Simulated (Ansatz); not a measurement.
Gas-phase electronic energies from Ansatz, PBE0-D4/def2-TZVP geometries. CCSD(T)/CBS is the MP2 limit (def2-TZVPP, def2-QZVPP) plus CCSD(T) − MP2 in def2-TZVPP, frozen cores. This one scheme is used for every species. Functionals use def2-TZVPP. B3LYP here is the variant with VWN-RPA as its local correlation; programs differ in this. Elements past krypton have def2 core potentials. For In outer-core shells are correlated without core-valence functions, which leaves a few kJ/mol of doubt a bond. One conformer a species, not always the lowest.

Reaction (ligand exchange at the In–F bond): `[OH][InH][F]` + H₂S → `[OH][InH][SH]` + H–F

**Question.** Is it downhill or uphill in electronic energy at CCSD(T)/CBS, and by how much? (An estimate is asked.)

**Answer.** Computed: Downhill: ΔE = -34.0 kJ/mol.

**Question.** What do these levels give: B3LYP-D4, B2PLYP, HF/def2-TZVPP, CCSD/def2-TZVPP, HF/def2-QZVPP, SCS-MP2/def2-QZVPP? (Best estimate.)

**Answer.** Computed: B3LYP-D4 -26.4, B2PLYP -25.8, HF/def2-TZVPP -23.5, CCSD/def2-TZVPP -32.9, HF/def2-QZVPP -20.6, SCS-MP2/def2-QZVPP -30.8 kJ/mol.

Largest T1 diagnostic among the species: 0.017.

From PBE to PBE0 (25 % exact exchange), in def2-TZVPP and without D4, ΔE moves by −7.1 kJ/mol. In def2-TZVPP, CCSD(T) changes the Hartree–Fock value by −10.7 kJ/mol (the triples alone add −1.4 kJ/mol) and MP2 by −17.0 kJ/mol.
